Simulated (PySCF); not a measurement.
# Ce³⁹⁺: ionisation energy

Ce³⁹⁺ [Ar] 3d1 (2D) → Ce⁴⁰⁺ [Ar] (1S), as a difference of total energies. Calculation: PySCF 2.14, in an uncontracted even-tempered set (16 s from 6.9 bohr⁻², ratio 2.5; 10 p from 9 bohr⁻², ratio 2.5; 7 d from 9 bohr⁻², ratio 2.5; 4 f from 31 bohr⁻², ratio 2.7; 3 g from 47 bohr⁻², ratio 2.7); no relativity, point nucleus. Correlated levels: outer shells: [Ne] frozen; virtual orbitals above 40 to 60 times the deepest correlated orbital energy dropped. The calculations carry no spin-orbit coupling.

```json
{"method": "UHF", "ionisation energy (eV)": "2790.7"}
{"method": "LDA", "ionisation energy (eV)": "2791.6"}
{"method": "PBE", "ionisation energy (eV)": "2792.5"}
{"method": "PBE0", "ionisation energy (eV)": "2792.4"}
{"method": "r2SCAN", "ionisation energy (eV)": "2793.3"}
{"method": "BHandHLYP", "ionisation energy (eV)": "2792.6"}
{"method": "TPSS", "ionisation energy (eV)": "2792.1"}
{"method": "MP2 (outer shells)", "ionisation energy (eV)": "2790.1"}
{"method": "SCS-MP2 (outer shells)", "ionisation energy (eV)": "2790.1"}
```

A first-order spin-orbit estimate (lowest level to lowest level, LS coupling) adds 13.852 eV.

The gap to the reference is mostly relativistic.

First order in ζ underestimates the shift of j = l − 1/2 levels at high Z.

For comparison: 2806 ± 4 eV (theoretical estimate listed by NIST; NIST Atomic Spectra Database, ionization energies).
